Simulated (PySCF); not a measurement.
Vertical excitation energies

Species: Si(vinyl)3(NHMe), C₇H₁₃NSi.
InChI=1S/C7H13NSi/c1-5-9(6-2,7-3)8-4/h5-8H,1-3H2,4H3

Method: TDDFT B3LYP/def2-SVPD, vertical, gas phase, core orbitals frozen in the response in PySCF 2.14.0, density-fitted response routines. The structure is a single PBE0-D3(BJ)/def2-SVP conformer in the gas phase; no vibrational or solvent corrections.

```
state  E (eV)  λ (nm)  ν̃ (cm⁻¹)       f    main configurations (H = HOMO, L = LUMO)
   S1    4.60   269.5      37110   0.012                                   H→L (99%)
   S2    5.01   247.3      40430   0.011                                 H→L+1 (98%)
   S3    5.38   230.3      43420  0.0029                                 H→L+2 (99%)
   S4    5.82   213.2      46900   0.089                                 H-1→L (72%)
   S5    5.89   210.4      47540  0.0093                                 H→L+3 (86%)
   S6    6.00   206.7      48390   0.015                  H-2→L (71%), H-1→L+1 (16%)
   S7    6.05   204.8      48820   0.012                                 H-3→L (65%)
   S8    6.14   202.1      49490   0.033                  H-1→L+1 (61%), H-3→L (12%)
   S9    6.33   195.8      51070   0.014  H-3→L+1 (42%), H-2→L+1 (36%), H-1→L+2 (8%)
  S10    6.57   188.6      53020   0.027                  H-4→L (65%), H-3→L+2 (10%)
```

Triplets, Tamm–Dancoff:

| state | E (eV) | λ (nm) | main configurations (H = HOMO, L = LUMO) |
| --- | --- | --- | --- |
| T1 | 4.18 | 296.5 | H-1→L (58%), H-3→L+2 (14%), H-1→L+1 (9%) |
| T2 | 4.20 | 295.0 | H-2→L+1 (24%), H→L (22%), H-3→L+1 (20%) |
| T3 | 4.30 | 288.6 | H-3→L (37%), H-1→L+2 (31%) |
| T4 | 4.50 | 275.8 | H→L (71%), H-2→L (9%) |

The lowest singlet comes at 269 nm (444 kJ/mol) in the ultraviolet; it is weak; its leading configuration is HOMO→LUMO (99%). The strongest level in the table is S4 at 5.82 eV (213 nm, f = 0.089). Löwdin shares by element: HOMO nitrogen 56%, carbon 11% or more, silicon 6%, hydrogen 5% or more (atoms not listed hold the other 21%); LUMO carbon 61% or more (atoms not listed hold the other 39%). The listed states span 1.97 eV, and the widest gap between neighbours is 0.43 eV (S3 to S4). Orbital energies (eV): HOMO-3 -7.67, HOMO-2 -7.65, HOMO-1 -7.36, HOMO -6.34, LUMO -0.88, LUMO+1 -0.47, LUMO+2 -0.08. Weighted by f, the mean energy of these states is 5.90 eV. All these states lie below the vertical ionisation energy of 8.37 eV (ΔSCF). Only the lowest 10 singlets were computed, as vertical energies without vibronic structure.

Time: 2.6 min wall, 6.0 min CPU (with the writing of density and orbital grids); peak memory 2.2 GiB. Hardware: 2 threads, Intel Xeon at 2.60 GHz (x86_64), shared host with 96 logical CPUs at a one-minute load of 19.
